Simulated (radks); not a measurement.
The numbers below are computed, except where a source is named.
Q: Species: Sb XIV. Configuration: [Kr] 4d2. Code: a radial shooting solver on a logarithmic mesh with Libxc functionals. Model: scalar-relativistic Kohn-Sham, PBE, spin-polarised, spherical densities, finite nucleus; open shells are filled with parallel spins first (spin-orbit coupling, left out, can overturn this in heavy ions); Fermi nuclear charge, rms radius 4.6802 fm. Some entries of the table are withheld. Estimate them.

orbital,occ.,eigenvalue (eV),<1/r> (bohr^-1)
1s up,1,-30593.71,54.32
1s down,1,-30593.71,54.32
2s up,1,-4903.076,12.42
2s down,1,-4902.202,12.42
2p up,3,-4431.850,11.92
2p down,3,-4431.180,11.92
3s up,1,-1185.737,4.441
3s down,1,-1185.309,4.442
3p up,3,-1032.141,4.230
3p down,3,-1031.649,4.230
3d up,5,-799.1161,4.002
3d down,5,-798.3483,4.003
4s up,1,-406.3476,1.881
4s down,1,-403.1438,1.883
4p up,3,-355.4457,1.760
4p down,3,-352.2277,1.761
4d up,2,-278.8444,(1)
4d down,0,-275.6914,(2)

A: 
(1) 4d up <1/r> (bohr^-1): 1.574
(2) 4d down <1/r> (bohr^-1): 1.573
